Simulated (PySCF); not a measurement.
Species: C7H8O.
Structure used (GFN2-xTB), in Å, numbered top down from 1:
```xyz
16
C7H8O angstrom
C      2.714   -0.388   -1.374
C      1.721   -0.525   -0.718
C      0.534   -0.696    0.073
C     -0.782   -0.168   -0.554
C     -1.743   -0.476    0.594
O     -0.969   -0.022    1.710
C      0.206    0.445    1.072
C     -0.320    1.238   -0.134
H      3.585   -0.276   -1.947
H      0.497   -1.705    0.492
H     -1.091   -0.416   -1.563
H     -1.970   -1.541    0.703
H     -2.681    0.085    0.535
H      0.915    0.832    1.796
H      0.467    1.642   -0.763
H     -1.090    1.979    0.066
```

Definitions: NICS(0) = −σiso at the ring centroid; NICS(1) = −σiso and NICS(1)zz = −σzz at ±1 Å along the ring normal z. Level: GIAO PBE0/pcSseg-1 (PySCF, non-relativistic, gas phase) on the GFN2-xTB geometry, one conformer.

Ring bond lengths (Å), with Mayer bond orders in brackets: C3–C4 1.551 (0.88), C4–C5 1.528 (1.01), C5–O6 1.432 (0.89), O6–C7 1.417 (0.92), C7–C3 1.552 (0.91); C3–C4 1.551 (0.88), C4–C8 1.538 (0.92), C8–C7 1.536 (0.95), C7–C3 1.552 (0.91).

Task: Give the NICS values of each ring in ppm.

Result: 
| ring | type | NICS(0) | NICS(1), two faces | NICS(1)zz, two faces | rms pucker (Å) | centre to ring atoms, mean (Å) |
| --- | --- | --- | --- | --- | --- | --- |
| C3–C4–C5–O6–C7 | 5-membered ring with O; formal bonds all single | -7.7 | -19.4 / -3.5 | -22.7 / -5.3 | 0.32 | 1.20 |
| C3–C4–C8–C7 | 4-membered carbocycle; formal bonds all single | -8.5 | -13.4 / -4.8 | -20.7 / -3.2 | 0.25 | 1.06 |

Task: What can be read from them?

Result: 
- C3–C4–C5–O6–C7: mean NICS(1)zz -14.0 ppm, shielded. C3, C4, C5, C7 have four or more neighbours; no verdict on aromaticity is drawn. The two faces differ by 17.4 ppm, so no symmetry operation interchanges them.
- C3–C4–C8–C7: mean NICS(1)zz -12.0 ppm, shielded. C3, C4, C7, C8 have four or more neighbours, and the NICS criterion for π rings isn't applied. The two faces differ by 17.5 ppm, so no symmetry operation interchanges them.

Task: At the first NICS(1) probe listed for ring C3–C4–C8–C7, 1 Å off the ring, what do the in-plane components average?

Result: The isotropic value is a third of the trace: (3 × -13.4 − (-20.7))/2 = -9.8 ppm.

Task: What are the shieldings of the ring atoms and their hydrogens in the same run (means over atoms taken as equivalent)?

Result: 
| atoms | environment | σ isotropic (ppm) | principal values of the symmetric part, first atom (ppm) |
| --- | --- | --- | --- |
| C3 | propargylic carbon | 143.0 | 134.6, 136.8, 157.4 |
| C4 | sp3 carbon at a ring junction | 139.7 | 120.7, 139.5, 158.9 |
| C5 | sp3 carbon bound to oxygen | 114.7 | 96.7, 106.7, 140.6 |
| O6 | cyclic ether oxygen | 288.3 | 247.0, 293.3, 324.5 |
| C7 | sp3 carbon bound to oxygen | 100.6 | 76.4, 85.6, 139.8 |
| C8 | four-membered-ring carbon | 146.3 | 128.3, 145.5, 165.1 |
| H10 | methine hydrogen | 29.13 | 22.6, 29.4, 35.4 |
| H11 | methine hydrogen | 29.06 | 25.3, 26.5, 35.4 |
| H12 | methylene hydrogen | 27.83 | 24.3, 25.5, 33.7 |
| H13 | methylene hydrogen | 27.81 | 24.0, 25.5, 34.0 |
| H14 | methine hydrogen | 27.31 | 23.3, 26.7, 31.9 |
| H15 | methylene hydrogen | 28.91 | 23.8, 30.3, 32.6 |
| H16 | methylene hydrogen | 30.22 | 25.6, 27.2, 37.9 |
